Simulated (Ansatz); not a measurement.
Basis-set extrapolation for CH$_{6}$AlFOSi (`C[O][Al]([F])[SiH3]`) (PBE0-D4/def2-TZVP geometry, frozen core, the Gaussian-basis code of Ansatz). Multiplicity 1, RHF reference.

```csv
,def2-TZVPP,def2-QZVPP
HF,-746.749064,-746.776184
MP2 correlation,-0.862093,-0.932255
CCSD(T) correlation,-0.935067,not run
```

Energies in hartree. Use E(X) = E(∞) + A·exp(−7.88·√X) for Hartree–Fock and E(X) = E(∞) + B·X^(−2.97) for correlation, with X = 3 and 4, and add CCSD(T) minus MP2 of the smaller set to the MP2 limit.

**Question.** What is the CCSD(T) energy at the basis-set limit?

**Answer.** HF limit: -746.776184 + (-0.027120) × 0.13774 = -746.77992. MP2 limit: -0.932255 + (-0.070162) × 0.74074 = -0.98423. Higher-order term: -0.935067 − (-0.862093) = -0.07297. Total: -747.83712 hartree, 96.0 kcal/mol below CCSD(T)/def2-TZVPP.
